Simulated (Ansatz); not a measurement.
Geometry optimisation, RKS PBE-D4/6-31G in Ansatz 0.2.0.

input.yaml

```yaml
crystal:
  periodic: [false, false, false]
  atoms:
    - { symbol: C, position_ang: [0.2016, -2.58, -0.7037] }
    - { symbol: Si, position_ang: [0.6847, -0.9133, -0.0719] }
    - { symbol: C, position_ang: [1.139, 0.3454, -1.4341] }
    - { symbol: C, position_ang: [0.2658, 1.2928, -1.3343] }
    - { symbol: Si, position_ang: [-0.9028, 0.6128, 0.0584] }
    - { symbol: Si, position_ang: [-0.7769, 1.818, 1.9913] }
    - { symbol: H, position_ang: [-0.5068, -2.4362, -1.5588] }
    - { symbol: H, position_ang: [1.046, -3.1106, -1.0651] }
    - { symbol: H, position_ang: [-0.3555, -3.1049, 0.0956] }
    - { symbol: H, position_ang: [1.6946, -0.9676, 1.0478] }
    - { symbol: H, position_ang: [2.0226, 0.2946, -2.0686] }
    - { symbol: H, position_ang: [0.0669, 2.2043, -1.8934] }
    - { symbol: H, position_ang: [-2.3097, 0.2566, -0.4255] }
    - { symbol: H, position_ang: [-1.5972, 3.0687, 1.9217] }
    - { symbol: H, position_ang: [0.6211, 2.1548, 2.3403] }
    - { symbol: H, position_ang: [-1.3163, 1.042, 3.1445] }
basis:
  gaussian: { orbitals: "6-31G" }
hamiltonian:
  xc: pbe
  dispersion: d4
relax:
  f_tol: 0.015
  max_steps: 40
```

Run as:

```bash
$ ansatz run input.yaml --threads 1 --pin off --max-ram 2048MiB --backend cpu --events-out ev --progress --plain --runs-dir out
```

Task: Where does it end, and by what steps?

Result: The run converged. The force dipped under the threshold on the way, but the program's further checks kept it going. Limits of this set-up: no polarisation functions. After 11 steps the energy has fallen by 0.723 eV; H16 moved furthest, 0.40 Å.

```csv
step,energy less start (eV),largest force component (eV/Å),accepted
0,0.0000,3.884,yes
1,-0.6081,0.754,yes
2,-0.6763,0.772,yes
3,-0.6466,0.500,no
4,-0.7200,0.051,yes
5,-0.7218,0.022,yes
6,-0.7222,0.033,yes
7,-0.7223,0.041,yes
8,-0.7225,0.023,yes
9,-0.7226,0.005,yes
10,-0.7227,0.008,yes
11,-0.7227,0.009,yes
```

```xyz
16
Properties=species:S:1:pos:R:3
C 0.248 -2.759 -0.811
Si 0.740 -1.025 -0.145
C 1.166 0.334 -1.455
C 0.213 1.301 -1.297
Si -0.920 0.682 0.152
Si -0.885 2.013 2.109
H -0.524 -2.665 -1.591
H 1.125 -3.272 -1.242
H -0.150 -3.380 0.008
H 1.785 -1.182 0.950
H 1.981 0.381 -2.190
H 0.160 2.230 -1.880
H -2.358 0.390 -0.252
H -1.560 3.356 1.906
H 0.548 2.268 2.533
H -1.593 1.305 3.249
```

Run time: 43 s on 1 thread of AMD EPYC 9R45 96-Core Processor (Zen 5), with other jobs on the host, peak memory 0.17 GiB.
